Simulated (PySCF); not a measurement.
An unknown is described by computed data only.

Elements present: B, C, H, O and S. Monoisotopic mass: 118.0624 u.

- NMR, other nuclei: isotropic shieldings of nuclei other than C and H, by class: 55 (1 B), 109 (1 O), 541 (1 S) ppm [GIAO PBE0/pcSseg-1]
- 13C NMR: chemical shifts (computed TMS as zero) by class: 71.2 (1 C), 24.8 (2 C), 15.1 (1 C) ppm [GIAO PBE0/pcSseg-1]
- Polarisability: 89.9 au [CAM-B3LYP/def2-SVPD]
- Dipole: 0.68 D [CAM-B3LYP/def2-SVPD]
- 1H NMR: chemical shifts (computed TMS as zero) by class: 5.64 (1 H), 4.15 (1 H), 2.08 (3 H), 1.25 (6 H) ppm [GIAO PBE0/pcSseg-1]
- Rotational structure: rotational constants A, B, C: 5.104, 1.015, 0.952 GHz [PBE0-D3(BJ)/def2-SVP]
- UV, first state: lowest singlet excitation: 6.24 eV (199 nm, f = 0.117) [TDDFT CAM-B3LYP/def2-SVPD]
- Valence photoelectron: vertical ionisation energy: 9.25 eV [ΔSCF CAM-B3LYP/def2-SVPD]
- Triplet: lowest triplet excitation (Tamm–Dancoff): 5.24 eV [TDA CAM-B3LYP/def2-SVPD]

Electronic properties: PySCF, gas phase, density fitting. Levels stand in brackets. Isolated species at its PBE0-D3(BJ)/def2-SVP geometry (one conformer only). Each NMR value is the plain mean over a class of atoms that symmetry, rotation or inversion makes alike.

Q: Which formula fits the mass and the elements?

A: C4H11BOS (calculated 118.0624). No other formula that holds each of these elements comes within 0.0003 u with a fitting electron parity and a possible valence count.

Q: What is the compound? Reason from the data.

A: Numbering: `[CH3:1][S:2][BH:3][O:4][CH:5]([CH3:6])[CH3:7]`. 4 carbons fall into 3 classes; from least to most shielded: sp3 carbon bound to oxygen [C5] (71.2 ppm), methyl carbon [C6/C7] (24.8 ppm, 2 C), S-methyl carbon [C1] (15.1 ppm). Hydrogen classes from least to most shielded: 1 H on a three-coordinate boron, B3 (5.64 ppm), 1 H on an sp3 carbon bound to oxygen, C5 (4.15 ppm), 3 H on an S-methyl carbon, C1 (2.08 ppm), 6 H on 2 methyl carbons, C6/C7 (1.25 ppm, a mean of values up to 0.9 ppm apart in this geometry). The other shieldings belong to: 55 ppm, three-coordinate boron [B3]; 109 ppm, boron-bound oxygen [O4]; 541 ppm, sulfur bonded to B and C [S2]. The first electron is taken from the HOMO, whose largest Löwdin shares are 0.64 on the sulfur bonded to B and C, 0.10 on the S-methyl carbon, 0.09 on the three-coordinate boron and 0.08 on the boron-bound oxygen. The optimised geometry has point group C1 and is an asymmetric top. Structure: `CSBOC(C)C`. The assignments are read from this structure; whether some other isomer fits the data as well wasn't checked.

Shape of the structure used: `[CH3:1][S:2][BH:3][O:4][CH:5]([CH3:6])[CH3:7]`: C1–S2–B3–O4 -178°, S2–B3–O4–C5 -1°, B3–O4–C5–C6 -87°.
